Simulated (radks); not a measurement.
The mean radii <r> (bohr) of the occupied orbitals of an atom or ion are listed with their occupations. All-electron calculation, non-relativistic Kohn-Sham, TPSS, spin-polarised, spherical densities, point nucleus; meta-GGA in the generalised Kohn-Sham scheme. Program: a radial shooting solver on a logarithmic mesh with Libxc functionals.

orbital  occ.      <r>
1s up       1  0.01822
1s down     1  0.01822
2s up       1  0.07567
2s down     1  0.07563
2p up       3  0.06386
2p down     3  0.06386
3s up       1   0.1772
3s down     1   0.1775
3p up       3   0.1669

Name the element and its charge. Open shells, if any, are filled with parallel spins first.

Answer. Z = 83, bismuth, charge +68: Bi68+ in [Ne] 3s2 3p3. The 1s radius gives Z: for a bare nucleus <r> = 1.5/Z, 0.01807 bohr for Z = 83, and screening makes it slightly larger (0.01822 here). The occupations add up to 15, and the charge is Z minus that.
